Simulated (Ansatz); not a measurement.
Steps of a relaxation of C$_{2}$H$_{5}$ClO$_{2}$Si (`CC(=O)O[SiH2]Cl`) with RKS PBE-D4/def2-SVP.

```sh
$ ansatz run in.yaml --threads 4 --pin off --events-out ev --progress --plain --max-ram 10444MiB
```

```yaml
crystal:
  periodic: [false, false, false]
  atoms:
    - {symbol: C, position_ang: [0.121200, -2.021600, -0.103200]}
    - {symbol: C, position_ang: [0.485300, -0.549000, -0.289800]}
    - {symbol: O, position_ang: [1.494400, -0.198000, -0.848500]}
    - {symbol: O, position_ang: [-0.371300, 0.285800, 0.237900]}
    - {symbol: Si, position_ang: [-0.286900, 1.913000, 0.196800]}
    - {symbol: Cl, position_ang: [-1.967000, 2.659300, 1.139600]}
    - {symbol: H, position_ang: [0.861900, -2.629000, -0.543400]}
    - {symbol: H, position_ang: [-0.834000, -2.136500, -0.640800]}
    - {symbol: H, position_ang: [-0.018300, -2.191500, 0.990900]}
    - {symbol: H, position_ang: [0.883100, 2.367800, 1.034300]}
    - {symbol: H, position_ang: [-0.303000, 2.442700, -1.153200]}
basis:
  gaussian: {orbitals: def2-SVP}
hamiltonian: {xc: pbe, dispersion: d4}
relax: {f_tol: 0.03, max_steps: 200}
```

Positions (Å) and forces (eV/Å) along the path, 11 of 11 steps:

```xyz
11
step=1 energy=-26625.1088 eV
C     0.121   -2.022   -0.103   -1.397    2.034    0.875
C     0.485   -0.549   -0.290    1.244   -2.474   -0.355
O     1.494   -0.198   -0.849    0.885    0.755   -0.627
O    -0.371    0.286    0.238   -2.052   -0.994    0.966
Si   -0.287    1.913    0.197    0.607    2.416    0.974
Cl   -1.967    2.659    1.140   -0.161   -0.134    0.035
H     0.862   -2.629   -0.543    1.330   -1.078   -0.597
H    -0.834   -2.136   -0.641   -0.319   -0.376    0.154
H    -0.018   -2.192    0.991   -0.088   -0.252   -0.364
H     0.883    2.368    1.034   -0.106   -0.078   -0.231
H    -0.303    2.443   -1.153    0.056    0.183   -0.832
11
step=2 energy=-26625.3432 eV
C     0.109   -2.010   -0.106   -0.321    0.773    0.291
C     0.503   -0.549   -0.267    0.649   -0.999   -0.724
O     1.500   -0.170   -0.856    0.031    0.192    0.108
O    -0.387    0.297    0.258   -0.986   -0.910    0.594
Si   -0.279    1.953    0.216    0.306    1.355    0.195
Cl   -2.006    2.626    1.145    0.103   -0.054   -0.036
H     0.879   -2.637   -0.553    0.338   -0.324   -0.115
H    -0.862   -2.175   -0.616   -0.021   -0.033    0.037
H    -0.038   -2.237    0.971    0.016   -0.084   -0.100
H     0.917    2.392    1.006   -0.093    0.024   -0.016
H    -0.270    2.454   -1.177   -0.022    0.062   -0.235
11
step=3 energy=-26625.4037 eV
C     0.109   -2.013   -0.110   -0.040   -0.055   -0.328
C     0.470   -0.561   -0.322    0.579    0.074    0.376
O     1.488   -0.154   -0.858   -0.316   -0.025   -0.056
O    -0.430    0.285    0.248   -0.318   -0.360    0.021
Si   -0.261    1.982    0.227    0.051    0.158   -0.238
Cl   -1.985    2.634    1.163    0.028    0.032    0.009
H     0.917   -2.658   -0.515   -0.172    0.111    0.060
H    -0.853   -2.243   -0.618    0.100    0.010    0.015
H    -0.052   -2.230    0.964    0.047    0.097    0.031
H     0.923    2.415    1.027    0.016   -0.021    0.007
H    -0.259    2.486   -1.186    0.024   -0.022    0.100
11
step=4 energy=-26625.4222 eV
C     0.112   -2.015   -0.115    0.126   -0.148   -0.036
C     0.491   -0.564   -0.270   -0.103    0.264   -0.254
O     1.479   -0.137   -0.840   -0.037   -0.006    0.142
O    -0.444    0.271    0.274   -0.036   -0.146    0.097
Si   -0.266    1.981    0.214    0.083   -0.152   -0.120
Cl   -1.977    2.652    1.156   -0.024    0.044   -0.010
H     0.905   -2.659   -0.549   -0.145    0.125    0.073
H    -0.858   -2.217   -0.617    0.087    0.076    0.014
H    -0.034   -2.259    0.955    0.010    0.008    0.021
H     0.915    2.419    1.015    0.042   -0.017   -0.016
H    -0.257    2.472   -1.203   -0.003   -0.049    0.089
11
step=5 energy=-26625.4353 eV
C     0.120   -2.015   -0.120    0.048   -0.101   -0.008
C     0.461   -0.556   -0.262    0.148   -0.014   -0.219
O     1.454   -0.106   -0.811   -0.098    0.077    0.111
O    -0.486    0.246    0.283   -0.132    0.308    0.119
Si   -0.258    1.964    0.208   -0.153   -0.085    0.043
Cl   -1.963    2.700    1.151    0.213   -0.098   -0.128
H     0.923   -2.638   -0.558   -0.057    0.058    0.030
H    -0.845   -2.230   -0.623    0.036    0.031    0.011
H    -0.017   -2.266    0.951    0.000   -0.007    0.003
H     0.932    2.389    1.011   -0.020   -0.078   -0.057
H    -0.254    2.454   -1.209    0.016   -0.091    0.095
11
step=6 energy=-26625.4517 eV
C     0.127   -2.007   -0.124    0.034   -0.032    0.008
C     0.430   -0.537   -0.247    0.103   -0.129   -0.083
O     1.419   -0.051   -0.776   -0.112    0.084    0.076
O    -0.537    0.234    0.304   -0.027    0.274    0.030
Si   -0.253    1.945    0.203   -0.142   -0.066    0.069
Cl   -1.942    2.726    1.139    0.203   -0.060   -0.104
H     0.942   -2.604   -0.569   -0.003    0.017    0.000
H    -0.833   -2.234   -0.628   -0.003    0.002   -0.003
H    -0.003   -2.273    0.945    0.002   -0.001   -0.015
H     0.957    2.335    0.993   -0.055   -0.043   -0.029
H    -0.242    2.408   -1.219   -0.001   -0.047    0.051
11
step=7 energy=-26625.4619 eV
C     0.141   -2.003   -0.132    0.041    0.070    0.002
C     0.388   -0.519   -0.222    0.035   -0.104    0.030
O     1.366    0.022   -0.726   -0.173   -0.047    0.066
O    -0.605    0.218    0.333    0.084    0.086   -0.060
Si   -0.254    1.918    0.198    0.012    0.030    0.037
Cl   -1.889    2.805    1.119    0.052   -0.047   -0.031
H     0.977   -2.559   -0.591   -0.009    0.017    0.003
H    -0.812   -2.252   -0.639   -0.005   -0.004   -0.019
H     0.020   -2.297    0.931    0.018    0.015   -0.024
H     0.970    2.268    0.979   -0.039   -0.008    0.000
H    -0.236    2.342   -1.231   -0.016   -0.007   -0.002
11
step=8 energy=-26625.4633 eV
C     0.139   -2.002   -0.131    0.010    0.056    0.007
C     0.382   -0.520   -0.218   -0.094   -0.072    0.062
O     1.356    0.021   -0.725    0.051    0.038   -0.032
O    -0.606    0.224    0.336    0.056   -0.033   -0.026
Si   -0.245    1.920    0.197   -0.030   -0.001    0.011
Cl   -1.886    2.794    1.112    0.009    0.013    0.003
H     0.977   -2.552   -0.594   -0.004    0.007    0.002
H    -0.813   -2.253   -0.640   -0.003   -0.010    0.001
H     0.024   -2.299    0.931    0.000   -0.003   -0.016
H     0.972    2.270    0.985   -0.010    0.001   -0.012
H    -0.236    2.340   -1.234    0.017    0.005   -0.001
11
step=9 energy=-26625.4636 eV
C     0.140   -2.003   -0.131    0.004    0.020   -0.001
C     0.381   -0.521   -0.217   -0.034   -0.017    0.020
O     1.353    0.021   -0.724    0.028    0.010   -0.017
O    -0.606    0.223    0.337   -0.001   -0.010    0.000
Si   -0.248    1.919    0.197    0.006    0.007    0.006
Cl   -1.884    2.801    1.114    0.000   -0.002   -0.005
H     0.978   -2.549   -0.595    0.000   -0.002    0.000
H    -0.812   -2.256   -0.640   -0.001   -0.003    0.001
H     0.026   -2.302    0.930   -0.001   -0.002   -0.002
H     0.969    2.270    0.984    0.000   -0.002   -0.002
H    -0.232    2.339   -1.234   -0.003    0.000   -0.001
11
step=10 energy=-26625.4635 eV rejected
C     0.140   -2.001   -0.131    0.000   -0.012   -0.001
C     0.376   -0.519   -0.214    0.035   -0.050   -0.020
O     1.349    0.024   -0.723   -0.019    0.018    0.010
O    -0.610    0.222    0.342   -0.007    0.022    0.004
Si   -0.246    1.917    0.197    0.005    0.012   -0.002
Cl   -1.882    2.802    1.109   -0.008    0.008    0.004
H     0.980   -2.544   -0.598    0.001    0.001   -0.001
H    -0.811   -2.257   -0.639   -0.003    0.001    0.001
H     0.028   -2.304    0.929   -0.002    0.001    0.002
H     0.971    2.267    0.984   -0.001    0.000    0.001
H    -0.230    2.335   -1.235   -0.002    0.000    0.000
11
step=11 energy=-26625.4636 eV
C     0.140   -2.002   -0.131    0.001    0.003    0.000
C     0.379   -0.521   -0.216   -0.001    0.004   -0.001
O     1.352    0.022   -0.724   -0.001   -0.001    0.001
O    -0.607    0.222    0.339    0.003    0.012    0.001
Si   -0.247    1.919    0.197   -0.002   -0.016   -0.003
Cl   -1.884    2.802    1.111    0.000    0.000    0.001
H     0.979   -2.548   -0.596    0.000    0.000    0.000
H    -0.812   -2.257   -0.639    0.000    0.000    0.000
H     0.027   -2.303    0.929    0.000   -0.001    0.000
H     0.970    2.269    0.984   -0.001    0.000    0.001
H    -0.232    2.338   -1.234    0.001    0.000    0.000
```

It took 16 s on 4 threads of an Arm Neoverse V2 on a shared host, with 0.16 GiB of host memory at the peak.
